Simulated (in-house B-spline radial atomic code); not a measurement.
RPA and G0W0 for the calcium ion Ca²⁺, [Ne] 3s2 3p6, as one setting changes: the share of exact exchange in the PBE hybrid start. A dash marks a level of low quasi-particle weight. Computed with an all-electron radial atomic-structure program (B-spline basis): all electrons, scalar-relativistic (spin-free one-electron X2C), finite nucleus, each spin shell either full or empty, empty states to l = 9 with an (l + 1/2)⁻⁴ tail; G0W0 by contour deformation at full frequency.

| share of exact exchange in the PBE hybrid start | mean-field level (eV) | G0W0 level (eV) | RPA correlation (Eh) |
| --- | --- | --- | --- |
| 0 | -43.05 | 3p -50.83 | -1.1659 |
| 0.1 | ? | ? | ? |
| 0.2 | -44.91 | 3p -51.01 | -1.132 |
| 0.3 | -45.84 | 3p -51.08 | -1.1164 |
| 0.4 | -46.76 | 3p -51.14 | -1.1015 |
| 0.5 | ? | ? | ? |
| 0.6 | -48.62 | 3p -51.25 | -1.0736 |
| 0.7 | -49.55 | 3p -51.29 | -1.0606 |
| 0.8 | -50.49 | 3p -51.33 | -1.0481 |
| 0.9 | -51.42 | 3p -51.36 | -1.0361 |
| 1 | -52.35 | 3p -51.39 | -1.0245 |

Question: What belongs in the row for 0.5?

Answer: mean-field level (eV): -47.69; G0W0 level (eV): 3p -51.20; RPA correlation (Eh): -1.0872.

Question: What belongs in the row for 0.1?

Answer: mean-field level (eV): -43.98; G0W0 level (eV): 3p -50.93; RPA correlation (Eh): -1.1485.

Question: At what share of exact exchange does G0W0 leave the highest level unchanged?

Answer: Near 0.89, where the shift changes sign (-0.843 eV at 0.8, +0.054 eV at 0.9).
